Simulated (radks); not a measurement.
Sb XVI, configuration [Kr].

All-electron calculation, Dirac Kohn-Sham, PBE, spin-unpolarised, spherical densities, finite nucleus; Fermi nuclear charge, rms radius 4.6802 fm. Program: a radial shooting solver on a logarithmic mesh with Libxc functionals.

Energy parts (eV):
| part | energy |
|---|---|
| total | -174229.827 |
| kinetic | 183999.683 |
| electron-nucleus | -410062.782 |
| Hartree | 56131.697 |
| exchange-correlation | -4298.425 |

Orbitals (lengths in bohr, moments of r in powers of bohr; r(max) is where P^2 peaks):
orbital  occ.  eigenvalue (eV)   r(max)      <r^4>  <1/r>      <r>
1s1/2       2        -30644.16  0.01835  3.126e-06  54.32  0.02842
2s1/2       2        -4969.745   0.1038  0.0005373  12.63   0.1222
2p1/2       2        -4673.338  0.07983  0.0003452  12.61   0.1032
2p3/2       4        -4421.424  0.08444  0.0004083  11.71   0.1087
3s1/2       2        -1251.921   0.2992    0.02313  4.505   0.3284
3p1/2       2        -1131.122   0.2854    0.02215  4.416   0.3186
3p3/2       4        -1083.944   0.2957    0.02518  4.195   0.3297
3d3/2       4        -871.9974   0.2409    0.02058  4.050   0.2998
3d5/2       6        -862.0968   0.2438    0.02142  3.993   0.3033
4s1/2       2        -461.5686   0.6952     0.5073  1.936   0.7308
4p1/2       2        -417.3675   0.7079     0.5757  1.857   0.7489
4p3/2       4        -406.2174   0.7272     0.6340  1.793   0.7679
4d3/2       0        -332.8610   0.7485     0.8139  1.644   0.8045
4d5/2       0        -330.7471   0.7542     0.8352  1.629   0.8100
5s1/2       0        -234.4573    1.358      5.637  1.032    1.355

The highest occupied level is 4p3/2 at -406.22 eV. The density falls to 0.001 e/bohr^3 at r = 1.79 bohr. Summed over all electrons, <r^2> = 7.313 bohr^2, which gives a Langevin (diamagnetic) susceptibility term of -5.79 x 10^-6 cm^3/mol. For comparison, the ionisation energy in NIST's Atomic Spectra Database is 420 eV (theoretical). In exact Kohn-Sham theory the highest level is minus the ionisation energy, but local and semilocal functionals leave it too shallow, through self-interaction and a potential that decays too fast; potentials with the right tail come closer.
